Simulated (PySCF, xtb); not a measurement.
C4H7FO, SMILES [C@H]1(F)[C@](C)(O)C1.

GFN2-xTB (xtb 6.7.1) at its own geometry gives an orbital gap of 9.21 eV and a dipole moment of 2.97 D.

Geometry optimised at B3LYP-D3(BJ)/def2-SVP. The structure was generated by enumeration; whether it is a known compound was not checked. The values are those of a single conformer.

Task: What does PBE/def2-TZVP in PySCF give? (An estimate is asked for; the answer gives what the named calculation found.)

Result: gap 6.31 eV (levels -6.19 and 0.13 eV), dipole 2.15 D.
